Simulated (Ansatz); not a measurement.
C₂F₂GeN₂O₂ (`O=C=[N][Ge]([F])([F])[N]=C=O`), 9 atoms. The species carries charge 0 and has multiplicity 1. Correlated methods include outer-core shells of Ge, which these sets cover unevenly. Scalar relativity is left out up to krypton. All runs use 4 threads of an Arm Neoverse V2 on a shared host. Correlated methods freeze the cores.

Problem. How many basis functions does each run have, and how long does it take in Ansatz? RKS PBE0-D4/def2-SVP energy; RKS ωB97M-V/def2-QZVPP energy; RHF-MP2/def2-TZVPP energy; RKS revPBE-D4/def2-TZVPP energy; RKS B3LYP-D4/def2-TZVPP energy and forces; direct RPA on PBE orbitals/def2-TZVPP energy; RHF-CCSD(T)/def2-SVP energy; RKS PBE-QIDH (frozen core)/def2-TZVPP energy; RKS PBE0-D4/def2-QZVPP energy; RKS CAM-B3LYP-D4/def2-TZVPP energy; RKS PBE0-D4/def2-TZVP relaxation (21 steps); RKS ωB97M-V/def2-SVP energy. (Best estimate.)

Solution. Ansatz gave: Other jobs shared the machine, so times are rough.

```
                                level                    job  functions  wall time  peak host memory (GiB)
                 RKS PBE0-D4/def2-SVP                 energy        144      1.9 s                    0.58
             RKS revPBE-D4/def2-TZVPP                 energy        296      3.1 s                    0.45
          RKS CAM-B3LYP-D4/def2-TZVPP                 energy        296        7 s                     1.2
                 RKS ωB97M-V/def2-SVP                 energy        144      7.5 s                    0.58
                   RHF-MP2/def2-TZVPP                 energy        296      7.5 s                    0.93
              RKS B3LYP-D4/def2-TZVPP      energy and forces        296      8.5 s                     1.1
direct RPA on PBE orbitals/def2-TZVPP                 energy        296        9 s                    0.88
RKS PBE-QIDH (frozen core)/def2-TZVPP                 energy        296       11 s                    0.98
               RKS PBE0-D4/def2-QZVPP                 energy        545       16 s                     2.8
               RKS ωB97M-V/def2-QZVPP                 energy        545       31 s                     3.2
                 RHF-CCSD(T)/def2-SVP                 energy        144       47 s                     1.3
                RKS PBE0-D4/def2-TZVP  relaxation (21 steps)        296    2.7 min                     1.1
```

B3LYP here is the variant with VWN-RPA as its local correlation; programs differ in this.
